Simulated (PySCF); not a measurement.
# Si 2p3/2 core levels and what the atom is bonded to

Gas-phase molecules, one conformer each, relaxed by PBE0-D3(BJ)/def2-SVP with no frequency check. Core levels by delta-SCF with SCAN, pcX-2 on the ionised atom and pcseg-1 elsewhere, spin-free X2C (2p3/2 is the spin-free 2p value less a third of a first-order spin-orbit splitting); energies from the vacuum level.

```
              structure (SMILES)           Si bonded to  mean electronegativity of these (Pauling)  Si 2p3/2 (eV)
                       C[SiH2]Cl       1 C + 1 Cl + 2 H                                       2.53         107.74
[OH][Al]([OH])[O][SiH]1O[SiH2]O1              2 O + 2 H                                       2.82              ?
       [SiH3]N[Si](Cl)(Cl)[GeH3]      2 Cl + 1 Ge + 1 N                                       2.84         108.37
         O[Si](O)([GeH3])C[SiH3]       1 C + 1 Ge + 2 O                                       2.86         107.33
          F[SiH](O[SiH3])P[SiH3]  1 F + 1 O + 1 P + 1 H                                       2.95         108.28
                F[SiH2][O][GeH3]        1 F + 1 O + 2 H                                       2.96         108.39
             CO[Si](O)(F)P[SiH3]        1 F + 2 O + 1 P                                       3.26         108.38
```

**Question.** Fit a straight line to the complete rows and predict the core level of Si in [OH][Al]([OH])[O][SiH]1O[SiH2]O1, bonded to 2 O + 2 H.

**Answer.** E = 105.211 + 0.9899·χ (6 points, rms 0.35 eV, correlation 0.525). At 2.82 this gives 108.00 eV; the calculation itself gave 108.30 eV, so the fit is off by 0.30. The points scatter widely, so the line says little.

For scale, for [OH][Al]([OH])[O][SiH]1O[SiH2]O1: hardware: 1 thread of Arm Neoverse V2 (aarch64), shared host; wall time 53 s, peak memory 0.73 GiB, launched as `OMP_NUM_THREADS=1 python cluster_run.py task.json out`.
